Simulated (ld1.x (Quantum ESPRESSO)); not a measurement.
## What one change does to a pseudopotential (boron (B), TM)

```
Element                 : boron (B)
Generator               : ld1.x (Quantum ESPRESSO) 7.5
Type                    : norm-conserving Troullier–Martins (Kleinman–Bylander form)
Functional              : BLYP
Relativity              : scalar-relativistic
Frozen core             : [He]
Valence charge          : 3
Reference configuration : 2s2 2p1
Partial waves           : 2p (bound): rc 3.45 bohr; 3d channel at 0.1 Ry: rc 3.35 bohr; 2s (bound): rc 1.65 bohr
Local potential         : the s channel
Core correction         : none
```

Change: functional PBEsol.

Cutoffs: the cutoffs (Ry, on a coarse ladder) from which the occupation-weighted sum of valence levels, in a spherical-Bessel basis at the reference potential, stays within 10 and 1 mRy of its value at 400 Ry; they do not see the model core or the augmentation charge, which bear on the density cutoff. Errors are all-electron minus pseudo energies relative to the spin-unpolarised reference configuration.

Question: How do hardness, ghosts and transferability respond?

Answer: The potential gets neither clearly harder nor softer (18 Ry and 45 Ry → 18 Ry and 45 Ry); of the 7 tests that both files solve, the error grows in 1 and shrinks in 4 by more than 15 % and 0.3 meV (median size 69.9 → 64.1 meV); neither file shows a bound ghost.

```csv
quantity,base,changed
"cutoff, loose",18 Ry,18 Ry
"cutoff, tight",45 Ry,45 Ry
bound ghosts,none,none
"error for 2s2 2p0, meV [ΔE 8.17 → 8.14 eV]",+159,+130
"error for 2s1 2p0, meV [ΔE 33.52 → 33.40 eV]",+479,+399
"error for 2s2 2p0.5, meV [ΔE 2.86 eV]",+24,+19
"error for 2s1 2p1, meV [ΔE 14.23 → 14.26 eV]",-70,-64
"error for 2s1 2p2, meV [ΔE 5.78 → 5.82 eV]",-20,-25
"error for 2s0 2p3, meV [ΔE 11.60 → 11.66 eV]",-80,-88
"error for 2s2 2p1.3, meV [ΔE -0.72 → -0.72 eV]",+2.5,+1.8
s: phases at 3.75 bohr within 0.05 rad from the reference energy up to (Ry; the scan ends near 5),3.2,3.2
p: phases at 3.75 bohr within 0.05 rad from the reference energy up to (Ry; the scan ends near 5),0.5,0.5
d: phases at 3.75 bohr within 0.05 rad from the reference energy up to (Ry; the scan ends near 5),2.4,2.4
```
